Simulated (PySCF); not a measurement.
Field gradients from PBE0/pcSseg-1 densities (PySCF, non-relativistic) at GFN2-xTB geometries, isolated species, one conformer each; χzz is the principal value of largest magnitude, with Q(17O) = −0.0256 b, Q(14N) = 0.02044 b. GFN2-xTB bond lengths can be off by several hundredths of an ångström, more for odd bonds, and the gradients follow them. These gradients aren't converged with respect to the basis.

(1) Rank these 17O sites by the size of the quadrupole coupling, smallest first.
A. The aldehyde oxygen of `C[C@@](C=O)(CC#N)CC[SiH3]`
B. The ketone oxygen of `C=C(C)CC(=O)C(=C)[SiH2]N`
C. The furan-type oxygen of `C[SiH2]c1ccc(N(C)C)o1`
D. The amide oxygen of `CC(=O)NC/C(C)=C1\C[SiH2]1`
E. O4 (oxygen singly bound to a carbonyl carbon) in `[CH3:1][NH:2][SiH2:3][O:4][C:5](=[O:6])/[CH:7]=[CH:8]\[O:9][SiH3:10]`
F. O4 (silyl ether oxygen) in `[CH2:1]=[CH:2][CH2:3][O:4][Si@:5]([NH2:6])([OH:7])[C:8](=[CH2:9])[CH3:10]`

(2) Rank these 14N sites by the size of the quadrupole coupling, smallest first.
A. The aniline-type nitrogen of `C[SiH2]c1ccc(N(C)C)o1`
B. The nitrile nitrogen of `N#CC[C@H]1CC[SiH2]CCO1`
C. The silicon-bound nitrogen of `C=C([SiH2]N)C(=O)CC1CC1`
D. The silicon-bound nitrogen of `C=CCO[Si@](N)(O)C(=C)C`
E. The silicon-bound nitrogen of `CN[SiH2]OC(=O)/C=C\O[SiH3]`
F. The cyano nitrogen of `CO[SiH2][Si](C#N)(OC)OC`

Results:

(1) E (7.880 MHz), C (9.252 MHz), D (9.640 MHz), F (10.50 MHz), B (11.65 MHz), A (12.13 MHz).

(2) D (4.251 MHz), C (4.459 MHz), B (4.660 MHz), E (5.125 MHz), F (5.592 MHz), A (5.965 MHz).

All sites together:

| nucleus | site | Vzz (au) | η | χzz (MHz) |
| --- | --- | --- | --- | --- |
| 17O | O4 (silyl ether oxygen) in [CH2:1]=[CH:2][CH2:3][O:4][Si@:5]([NH2:6])([OH:7])[C:8](=[CH2:9])[CH3:10] | 1.745 | 0.33 | -10.50 |
| 17O | the furan-type oxygen of C[SiH2]c1ccc(N(C)C)o1 | 1.538 | 0.20 | -9.252 |
| 17O | O4 (oxygen singly bound to a carbonyl carbon) in [CH3:1][NH:2][SiH2:3][O:4][C:5](=[O:6])/[CH:7]=[CH:8]\[O:9][SiH3:10] | 1.310 | 0.03 | -7.880 |
| 17O | the ketone oxygen of C=C(C)CC(=O)C(=C)[SiH2]N | -1.938 | 0.41 | 11.65 |
| 17O | the amide oxygen of CC(=O)NC/C(C)=C1\C[SiH2]1 | -1.603 | 0.03 | 9.640 |
| 17O | the aldehyde oxygen of C[C@@](C=O)(CC#N)CC[SiH3] | -2.017 | 0.60 | 12.13 |
| 14N | the silicon-bound nitrogen of CN[SiH2]OC(=O)/C=C\O[SiH3] | -1.067 | 0.36 | -5.125 |
| 14N | the nitrile nitrogen of N#CC[C@H]1CC[SiH2]CCO1 | -0.970 | 0.02 | -4.660 |
| 14N | the silicon-bound nitrogen of C=C([SiH2]N)C(=O)CC1CC1 | -0.928 | 0.36 | -4.459 |
| 14N | the aniline-type nitrogen of C[SiH2]c1ccc(N(C)C)o1 | -1.242 | 0.05 | -5.965 |
| 14N | the silicon-bound nitrogen of C=CCO[Si@](N)(O)C(=C)C | -0.885 | 0.38 | -4.251 |
| 14N | the cyano nitrogen of CO[SiH2][Si](C#N)(OC)OC | -1.164 | 0.04 | -5.592 |
